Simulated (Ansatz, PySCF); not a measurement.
F6OSi2, SMILES F[Si](F)(F)O[Si](F)(F)F.

Geometry optimised at B3LYP-D3(BJ)/def2-SVP. Other conformers were not sampled.

Vertical ionisation energy (IE) and electron affinity (EA) in eV. Rows of orbital energies are one-electron estimates. Where ΔSCF, EOM or ADC give a negative EA the extra electron is unbound and the value depends on the basis.

```
level                                                                        IE     EA
------------------------------------------------------------------------  -----  -----
−ε(HOMO), −ε(LUMO), HF/def2-TZVP (PySCF)                                  16.61  -3.22
ΔSCF, CAM-B3LYP/def2-SVPD (Ansatz), final states of multiplicity 2 and 2  14.57  -0.53
```

What vertical singlet–triplet gap does ΔSCF give with CAM-B3LYP/def2-SVPD (Ansatz, a first-principles code)? (An estimate is asked for; the answer gives what the named calculation found.)

9.68 eV (triplet above singlet where positive).
